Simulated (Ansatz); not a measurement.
`C[O][Hf]([F])([SeH])[O]C`, charge 0, multiplicity 1.

(1) Give a relaxed structure at PBE0-D4/def2-TZVP (Ansatz 0.2.0). (An estimate is asked.)

Answers

(1) Ansatz gave: 
```xyz
14

C     1.0567    2.3796   -0.8049
O     0.8686    1.0054   -0.7045
Hf    0.4678   -0.8368   -0.4576
F     2.1239   -1.7777   -0.2355
Se   -0.8541   -1.7125   -2.5282
O    -0.6768   -1.1550    1.0238
C    -1.4578   -1.2407    2.1730
H     0.5622    2.7643   -1.7021
H     0.6385    2.8913    0.0676
H     2.1238    2.6137   -0.8675
H     0.1618   -1.1369   -3.4246
H    -1.5082   -2.2770    2.5193
H    -2.4739   -0.8908    1.9682
H    -1.0326   -0.6270    2.9730
```
This is one stationary point; other conformers may exist.
